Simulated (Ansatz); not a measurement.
Molecule: sum formula Si$_{2}$H$_{3}$Cl$_{2}$ (charge 0, doublet). It need not be the lowest isomer of its formula. 
Structure (B3LYP-D3(BJ)/def2-TZVP (Ansatz, a quantum-chemistry and plane-wave program) minimum search):
SMILES: Cl[SiH][SiH2]Cl
```xyz
7

Cl     2.3247    -1.3550    -0.0839
Si     1.1177     0.3050     0.2451
Si    -1.1104    -0.3105    -0.1441
Cl    -2.2548     1.4041     0.0775
H      1.5942     1.3899    -0.6533
H     -1.3368    -0.8429    -1.5070
H     -1.5479    -1.3055     0.8562
```
Charge 0, spin multiplicity 2.

Basis-set convergence of Hartree-Fock and MP2 correlation energies (hartree) with Ansatz. Cores are frozen in the correlated levels unless marked. Open shells are spin-unrestricted. Spin-orbit coupling is left out. No relativistic terms.

```
basis            functions        E(HF)  E(corr, MP2)
---------------  ---------  -----------  ------------
aug-cc-pV(D+d)Z        155  -1498.70462      -0.48070
aug-cc-pV(T+d)Z        289  -1498.75520      -0.60657
aug-cc-pV(Q+d)Z        494  -1498.76743      -0.65633
```

Extrapolating the two largest sets (X = 3 and 4) as X^-3: E(corr) = (64·(-0.65633) - 27·(-0.60657))/37 = -0.6926 Eh, an estimate of the basis-set limit. The largest set recovers 94.8 % of it, the smallest 69.4 %.
